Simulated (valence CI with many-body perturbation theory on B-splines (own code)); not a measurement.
**Energy levels of Fe¹⁹⁺**

Level of theory: configuration interaction combined with many-body perturbation theory (CI+MBPT): five valence electrons over a frozen Dirac-Fock core [He], a basis of 11 s, 11 p, 10 d, 8 f, 5 g, 2 h functions for each j, with the one-electron correlation potential Σ1, the two-electron term Σ2, the three-electron term Σ3, Breit, model QED; selected CI, second order for the rest, scaled by the run's own slope (own B-spline code, finite nucleus).

No measured levels were compared; by estimate levels of excited configurations hold to 0.05 to 0.15 % of their energy, terms of the ground configuration to about 0.5 %. Among the levels kept, up to 5400 cm⁻¹ of a level comes from second order outside the variational space, and about a tenth of that is noise between levels of different J, which matters for small intervals.

Levels 1 to 45 of 204, with energies above the lowest level, 2s²2p³ ⁴S°_3/2. "Leading %" is the weight of the configuration and term that name the level; weights of strongly mixed levels are sums over their largest components and can fall short. Lifetimes count E1, E2, E3, M1 and M2 decay at the calculated energies, and are blank where another channel may lead or the interval is too uncertain; long ones can be off by a factor of two.

| No. | Configuration | Term | J | E (× 10³ cm⁻¹) | Leading % | Lifetime | g |
| --- | --- | --- | --- | --- | --- | --- | --- |
| 1 | 2s²2p³ | ⁴S° | 3/2 | 0.00 | 88 |  | 1.906 |
| 2 | 2s²2p³ | ²D° | 3/2 | 138.89 | 74 | 63.4 μs | 0.985 |
| 3 | 2s²2p³ | ²D° | 5/2 | 176.38 | 100 | 594 μs | 1.196 |
| 4 | 2s²2p³ | ²P° | 1/2 | 260.71 | 98 | 26.8 μs | 0.661 |
| 5 | 2s²2p³ | ²P° | 3/2 | 323.66 | 71 | 11.5 μs | 1.234 |
| 6 | 2s2p⁴ | ⁴P | 5/2 | 752.91 | 97 | 78.9 ps | 1.586 |
| 7 | 2s2p⁴ | ⁴P | 3/2 | 820.82 | 98 | 58.6 ps | 1.718 |
| 8 | 2s2p⁴ | ⁴P | 1/2 | 842.71 | 95 | 51.9 ps | 2.632 |
| 9 | 2s2p⁴ | ²D | 3/2 | 1043.1 | 93 | 23.1 ps | 0.838 |
| 10 | 2s2p⁴ | ²D | 5/2 | 1058.9 | 97 | 28.7 ps | 1.208 |
| 11 | 2s2p⁴ | ²S | 1/2 | 1196.2 | 72 | 12.5 ps | 1.696 |
| 12 | 2s2p⁴ | ²P | 3/2 | 1243.3 | 94 | 7.77 ps | 1.302 |
| 13 | 2s2p⁴ | ²P | 1/2 | 1341.0 | 75 | 8.41 ps | 1.000 |
| 14 | 2p⁵ | ²P° | 3/2 | 1955.4 | 98 | 10.5 ps | 1.330 |
| 15 | 2p⁵ | ²P° | 1/2 | 2063.1 | 98 | 9.53 ps | 0.661 |
| 16 | 2s²2p²3s | ⁴P | 1/2 | 7157.3 | 76 | 648 fs | 2.346 |
| 17 | 2s²2p²3s | ⁴P | 3/2 | 7223.8 | 92 | 765 fs | 1.707 |
| 18 | 2s²2p²3s | ²P | 1/2 | 7253.8 | 81 | 302 fs | 0.998 |
| 19 | 2s²2p²3s | ⁴P | 5/2 | 7266.0 | 78 | 712 fs | 1.518 |
| 20 | 2s²2p²3s | ²P | 3/2 | 7297.0 | 65 | 311 fs | 1.171 |
| 21 | 2s²2p²3p | ⁴D° | 1/2 | 7358.6 | 51 | 51.1 ps | 0.749 |
| 22 | 2s²2p²3s | ²D | 5/2 | 7401.0 | 78 | 476 fs | 1.277 |
| 23 | 2s²2p²3p | ⁴D° | 3/2 | 7402.7 | 60 | 32.9 ps | 1.323 |
| 24 | 2s²2p²3s | ²D | 3/2 | 7411.1 | 67 | 379 fs | 0.979 |
| 25 | 2s²2p²3p | ²S° | 1/2 | 7421.4 | 43 | 61.9 ps | 1.401 |
| 26 | 2s²2p²3p | ⁴D° | 3/2 | 7450.3 | 30 | 25.2 ps | 1.273 |
| 27 | 2s²2p²3p | ⁴D° | 5/2 | 7460.7 | 84 | 70.0 ps | 1.382 |
| 28 | 2s²2p²3p | ⁴P° | 1/2 | 7473.2 | 65 | 22.0 ps | 2.261 |
| 29 | 2s²2p²3p | ⁴P° | 5/2 | 7479.6 | 44 | 25.8 ps | 1.360 |
| 30 | 2s²2p²3p | ²D° | 3/2 | 7492.6 | 60 | 17.2 ps | 1.162 |
| 31 | 2s²2p²3p | ⁴D° | 7/2 | 7502.6 | 80 | 92.2 ps | 1.376 |
| 32 | 2s²2p²3p | ⁴S° | 3/2 | 7526.8 | 58 | 2.84 ps | 1.811 |
| 33 | 2s²2p²3s | ²S | 1/2 | 7533.4 | 86 | 464 fs | 1.987 |
| 34 | 2s²2p²3p | ²P° | 3/2 | 7549.5 | 68 | 12.4 ps | 1.328 |
| 35 | 2s²2p²3p | ²D° | 5/2 | 7554.8 | 33 | 22.9 ps | 1.241 |
| 36 | 2s²2p²3p | ²P° | 1/2 | 7575.9 | 72 | 16.8 ps | 0.850 |
| 37 | 2s²2p²3p | ²F° | 5/2 | 7628.6 | 50 | 26.5 ps | 1.081 |
| 38 | 2s²2p²3d | ⁴F | 3/2 | 7638.5 | 62 | 630 fs | 0.662 |
| 39 | 2s2p³3s | ⁶S° | 5/2 | 7640.0 | 93 | 34.4 ps | 1.955 |
| 40 | 2s²2p²3p | ²F° | 7/2 | 7643.4 | 81 | 33.7 ps | 1.191 |
| 41 | 2s²2p²3p | ²D° | 3/2 | 7650.6 | 58 | 6.67 ps | 1.061 |
| 42 | 2s²2p²3d | ⁴F | 5/2 | 7661.2 | 48 | 282 fs | 1.160 |
| 43 | 2s²2p²3p | ²D° | 5/2 | 7668.0 | 82 | 17.3 ps | 1.182 |
| 44 | 2s²2p²3p | ²P° | 1/2 | 7676.6 | 94 | 6.44 ps | 0.719 |
| 45 | 2s²2p²3d | ²P | 3/2 | 7712.1 | 46 | 231 fs | 1.046 |

Names give the largest LS component (configuration and term), which can be under half, so a name can repeat, a term be missing and a line seem to break the LS rules; names also repeat where a configuration has a term twice.

The ionisation energy to 2s²2p² ³P0 of the next ion comes out as 1573.1 eV (NIST: 1575.6 ± 0.5 eV (measured)). All 204 levels together are meant to be complete up to 8820.9 × 10³ cm⁻¹.
